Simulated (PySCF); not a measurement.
3-silyloxypropanenitrile (C3H7NOSi), SMILES N#CCCO[SiH3].

Geometry optimised at B3LYP-D3(BJ)/def2-SVP. One conformer was computed; it need not be the lowest.

All values below come from SMD-B3LYP/6-31G* (PySCF).

Solvation free energies are E(SMD) − E(gas) at the gas-phase geometry, for 1 M in both phases. In vacuum the dipole moment is 3.36 D.

**Question.** Rank water, N,N-dimethylformamide, benzene by solvation free energy, most negative first.

**Answer.** N,N-dimethylformamide (-6.0 kcal/mol), benzene (-4.0 kcal/mol), water (-3.0 kcal/mol)
